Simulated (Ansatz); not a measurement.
Molecule: sum formula SiH$_{2}$F (charge 0, doublet). It need not be the lowest isomer of its formula. SMILES: [SiH2]F
Geometry from a B3LYP-D3(BJ)/def2-TZVP (Ansatz, a quantum-chemistry and plane-wave program) optimisation:
```xyz
4

Si    -0.5385     0.0714     0.0610
F      1.0565     0.0226    -0.1590
H     -1.1564    -0.8876    -0.8929
H     -0.8130    -0.3159     1.4703
```
Charge 0, spin multiplicity 2.

Wanted: atomisation energy (electronic, to ground-state atoms), in kJ/mol. Cores are frozen in the correlated levels unless marked. Open shells are spin-unrestricted. Spin-orbit coupling is left out. Non-relativistic unless marked X2C. The coupled-cluster limit lacks core correlation, which all-electron functionals hold. CBS marks a two-point X^-3 extrapolation of the correlation energy; Hartree-Fock from the larger set (for Q and 5 zeta extrapolated as (X+1)exp(-9√X)).

```
level                               program  atomisation energy (kJ/mol)
---------------------------  --------------  ---------------------------
HF/def2-TZVPP                        Ansatz                        903.1
BLYP-D4/def2-TZVPD           Ansatz + dftd4                       1179.0
r2SCANh/def2-TZVPD                   Ansatz                       1178.8
CAM-B3LYP-D3(BJ)/def2-TZVPD  Ansatz + dftd3                       1190.6
B2GP-PLYP-D4/def2-TZVPD      Ansatz + dftd4                       1167.1
MP2/cc-pV(D+d)Z                      Ansatz                       1076.4
MP2/aug-cc-pV(T+d)Z                  Ansatz                       1179.9
```

### Question
Estimate the value at CCSD(T)/CBS(cc-pV(Q+d)Z,cc-pV(5+d)Z) as computed with Ansatz.

### Answer
1187.3 kJ/mol
